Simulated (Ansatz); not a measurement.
`[F][GeH2][F]`. The species carries charge 0 and has multiplicity 1. The structure was optimised at the PBE0-D4/def2-TZVP level.

```xyz
5

F    -0.596    1.414    0.629
Ge   -0.057   -0.069   -0.066
F     1.564   -0.258    0.489
H    -0.017    0.111   -1.583
H    -0.894   -1.199    0.531
```

Q: What is the dipole moment at B3LYP/def2-TZVPP? (Best estimate.)

A: Ansatz gave: 2.60 D, with components (-1.34, -1.60, -1.55) D in this frame, pointing from negative to positive charge.

Q: And with PBE, r2SCAN, ωB97M-V? (Estimate.)

A: Ansatz gave: PBE 2.41 D, r2SCAN 2.51 D, ωB97M-V 2.60 D.

Q: Give the Mulliken charges with B3LYP, r2SCAN, ωB97M-V in def2-TZVPP. (Best estimate.)

A: Ansatz gave: 
| atom | B3LYP | r2SCAN | ωB97M-V |
| --- | --- | --- | --- |
| F1 | -0.36 | -0.36 | -0.37 |
| Ge2 | 0.75 | 0.76 | 0.71 |
| F3 | -0.36 | -0.36 | -0.37 |
| H4 | -0.01 | -0.02 | 0.01 |
| H5 | -0.01 | -0.02 | 0.01 |

B3LYP here is the variant with VWN-RPA as its local correlation; programs differ in this.
